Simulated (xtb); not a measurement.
C2H7O (SMILES CC[OH2+]), charge +1, singlet, from a rough starting geometry; GFN2-xTB in xtb.

Here is a job for xtb.
```
$ xtb mol.xyz --gfn 2 --chrg 1 --opt vtight --json

# file mol.xyz
10

C      1.06080629    -0.41119488    -0.08313064
C     -0.12535320     0.57867472    -0.02962742
O     -1.29773325    -0.17134072    -0.04110227
H     -2.12105326     0.37331121    -0.01299946
H     -0.11535544     1.23738241     0.83808540
H     -0.09353376     1.20826255    -0.91576824
H      2.00396694     0.18217193    -0.05932958
H      0.97746560    -1.00019544     0.85708759
H      1.01258425    -1.02400572    -0.97753940
H     -1.38965381    -1.01898993     0.57891585
```

The log (banner, timings and long lists left out):

```
   ID    Z sym.   atoms
    1    6 C      1, 2
    2    8 O      3
    3    1 H      4-10

           -------------------------------------------------
          |                Calculation Setup                |
           -------------------------------------------------

           -------------------------------------------------
          |                 G F N 2 - x T B                 |
           -------------------------------------------------

          ...................................................
          :                      SETUP                      :
          :.................................................:
          :  # basis functions                  19          :
          :  # atomic orbitals                  19          :
          :  # shells                           13          :
          :  # electrons                        20          :
          :  max. iterations                   250          :
          :  Hamiltonian                  GFN2-xTB          :
          :  restarted?                      false          :
          :  GBSA solvation                  false          :
          :  PC potential                    false          :
          :  electronic temp.          300.0000000     K    :
          :  accuracy                    1.0000000          :
          :  -> integral cutoff          0.2500000E+02      :
          :  -> integral neglect         0.1000000E-07      :
          :  -> SCF convergence          0.1000000E-05 Eh   :
          :  -> wf. convergence          0.1000000E-03 e    :
          :  Broyden damping             0.4000000          :
          :  net charge                          1          :
          :  unpaired electrons                  0          :
          ...................................................

 iter      E             dE          RMSdq      gap      omega  full diag
   1    -11.5213403 -0.115213E+02  0.367E+00   10.12       0.0  T
   2    -11.5377820 -0.164416E-01  0.239E+00    9.24       1.0  T
   3    -11.5397201 -0.193814E-02  0.756E-01    8.28       1.0  T
   4    -11.5401656 -0.445535E-03  0.206E-01    7.95       1.0  T
   5    -11.5402112 -0.455531E-04  0.753E-02    8.09       1.0  T
   6    -11.5402125 -0.135470E-05  0.127E-02    8.12       2.5  T
   7    -11.5402128 -0.251018E-06  0.374E-03    8.12       8.5  T
   8    -11.5402128 -0.117864E-07  0.805E-04    8.12      39.3  T
   9    -11.5402128 -0.336779E-09  0.265E-04    8.12     119.4  T

   *** convergence criteria satisfied after 9 iterations ***

         :::::::::::::::::::::::::::::::::::::::::::::::::::::
         ::                     SUMMARY                     ::
         :::::::::::::::::::::::::::::::::::::::::::::::::::::
         :: total energy             -11.419934001020 Eh    ::
         :: gradient norm              0.102799647344 Eh/a0 ::
         :: HOMO-LUMO gap              8.118061909465 eV    ::
         ::.................................................::
         :: SCC energy               -11.540211985187 Eh    ::
         :: -> isotropic ES            0.119594796329 Eh    ::
         :: -> anisotropic ES         -0.004001090986 Eh    ::
         :: -> anisotropic XC          0.006241900959 Eh    ::
         :: -> dispersion             -0.002498057406 Eh    ::
         :: repulsion energy           0.120277984167 Eh    ::
         :: add. restraining           0.000000000000 Eh    ::
         :: total charge               1.000000000000 e     ::
         :::::::::::::::::::::::::::::::::::::::::::::::::::::

      -----------------------------------------------------------
     |                   =====================                   |
     |                        A N C O P T                        |
     |                   =====================                   |
     |               Approximate Normal Coordinate               |
     |                Rational Function Optimizer                |
[...]
 * total energy  :   -11.4199340 Eh     change       -0.1427267E-09 Eh
 * total energy  :   -11.4289689 Eh     change       -0.9034888E-02 Eh
 * total energy  :   -11.4315333 Eh     change       -0.2564399E-02 Eh
 * total energy  :   -11.4318671 Eh     change       -0.3337735E-03 Eh
 * total energy  :   -11.4319586 Eh     change       -0.9156515E-04 Eh
 * total energy  :   -11.4319674 Eh     change       -0.8819190E-05 Eh
 * total energy  :   -11.4319707 Eh     change       -0.3255432E-05 Eh
 * total energy  :   -11.4319721 Eh     change       -0.1362635E-05 Eh
 * total energy  :   -11.4319733 Eh     change       -0.1210436E-05 Eh
 * total energy  :   -11.4319739 Eh     change       -0.6024159E-06 Eh
 * total energy  :   -11.4319743 Eh     change       -0.4063644E-06 Eh
 * total energy  :   -11.4319743 Eh     change       -0.5561988E-07 Eh
   *** GEOMETRY OPTIMIZATION CONVERGED AFTER 12 ITERATIONS ***
         :: total energy             -11.431974338806 Eh    ::
[...]
         5        2.0000           -0.8021606             -21.8279
         6        2.0000           -0.7564218             -20.5833
         7        2.0000           -0.7060427             -19.2124
         8        2.0000           -0.6796171             -18.4933
         9        2.0000           -0.6506997             -17.7064
        10        2.0000           -0.6366054             -17.3229 (HOMO)
        11                         -0.3199368              -8.7059 (LUMO)
        12                         -0.1781239              -4.8470
        13                         -0.0850759              -2.3150
        14                         -0.0743109              -2.0221
        15                         -0.0363179              -0.9883
        16                         -0.0092996              -0.2531
        17                          0.0213841               0.5819
        18                          0.0576305               1.5682
        19                          0.0940967               2.5605
      -------------------------------------------------------------
                  HL-Gap            0.3166686 Eh            8.6170 eV
             Fermi-level           -0.4782711 Eh          -13.0144 eV

     #   Z          covCN         q      C6AA      α(0)
     1   6 C        3.751    -0.149    23.440     6.904
     2   6 C        3.662     0.032    20.297     6.463
     3   8 O        2.442    -0.221    17.626     5.670
     4   1 H        0.803     0.397     0.490     1.100
     5   1 H        0.924     0.107     1.726     2.055
     6   1 H        0.924     0.131     1.525     1.931
     7   1 H        0.925     0.117     1.638     2.001
     8   1 H        0.925     0.084     1.936     2.176
     9   1 H        0.925     0.100     1.787     2.091
    10   1 H        0.802     0.401     0.482     1.091

 Mol. C6AA /au·bohr⁶  :        459.748748
 Mol. C8AA /au·bohr⁸  :       9323.020990
 Mol. α(0) /au        :         31.483258

Wiberg/Mayer (AO) data.
largest (>0.10) Wiberg bond orders for each atom

 ---------------------------------------------------------------------------
     #   Z sym  total        # sym  WBO       # sym  WBO       # sym  WBO
 ---------------------------------------------------------------------------
     1   6 C    3.966 --     2 C    1.036     8 H    0.976     9 H    0.975
                             7 H    0.957
     2   6 C    3.807 --     1 C    1.036     5 H    0.969     6 H    0.960
                             3 O    0.825
     3   8 O    2.509 --     4 H    0.828     2 C    0.825    10 H    0.820
     4   1 H    0.843 --     3 O    0.828
     5   1 H    0.989 --     2 C    0.969
     6   1 H    0.983 --     2 C    0.960
     7   1 H    0.986 --     1 C    0.957
     8   1 H    0.993 --     1 C    0.976
     9   1 H    0.990 --     1 C    0.975
    10   1 H    0.839 --     3 O    0.820
 ---------------------------------------------------------------------------

Topologies differ in total number of bonds
Writing topology from bond orders to xtbtopo.mol

molecular dipole:
                 x           y           z       tot (Debye)
 q only:       -1.610       0.018       0.378
   full:       -1.881       0.037       0.575       5.000
molecular quadrupole (traceless):
                xx          xy          yy          xz          yz          zz
 q only:        6.970      -0.006      -2.220      -2.017      -1.187      -4.750
  q+dip:        6.604      -0.414      -2.507      -2.755      -1.543      -4.097
   full:        7.221      -0.230      -2.474      -2.767      -1.576      -4.747

optimized geometry written to: xtbopt.xyz

           -------------------------------------------------
          | TOTAL ENERGY              -11.431974338806 Eh   |
          | GRADIENT NORM               0.000041492277 Eh/α |
          | HOMO-LUMO GAP               8.616990885170 eV   |
           -------------------------------------------------
```
